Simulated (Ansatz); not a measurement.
Reaction (redistribution): `[F][W](=[S])(=[S])[Cl]` + `F[SiH2]C[SiH2]Cl` → `[S]=[W](=[S])([Cl])[Cl]` + `F[SiH2]C[SiH2]F`

Isolated molecules relaxed with PBE0-D4/def2-TZVP in Ansatz; ΔE leaves out vibrations. CBS: MP2 limit from def2 TZ/QZ plus the TZ coupled-cluster correction, frozen cores. DFT in def2-TZVPP. Elements past krypton have def2 core potentials. For W outer-core shells are correlated without core-valence functions, which leaves a few kJ/mol of doubt a bond. Each species was taken in one conformer, which may not be the lowest.

```csv
level,ΔE (kJ/mol)
PBE0-D4,-40.3
CCSD(T)/def2-SVP,-42.3
```

Q: What does CCSD(T)/CBS give? (Best estimate.)

A: The calculation gave: -52.5 kJ/mol. The listed levels differ from it by 12.2, 10.2 kJ/mol.

Q: What do rigid-rotor, harmonic-oscillator terms from PBE0-D4/def2-TZVP frequencies (298.15 K, 1 bar) make of the CCSD(T)/CBS value? (Estimate.)

A: Ansatz gave: ΔZPE = +0.6 kJ/mol, ΔH = -51.6 kJ/mol, ΔS = -12 J/(mol·K), ΔG = -48.2 kJ/mol. Modes under 50 cm⁻¹ make the entropy rough.

Largest T1 diagnostic among the species: 0.022, so the coupled-cluster value is less sure than usual.

From r2SCAN to r2SCAN0 (25 % exact exchange), in def2-TZVPP and without D4, ΔE moves by −4.9 kJ/mol. Leaving LDA and LC-ωPBE aside and taking each functional with its dispersion term where it has one, the values, not all of them listed here, spread over 21.1 kJ/mol, from PBE-QIDH to revPBE-D4. LDA lies −5.7 kJ/mol from PBE without D4.
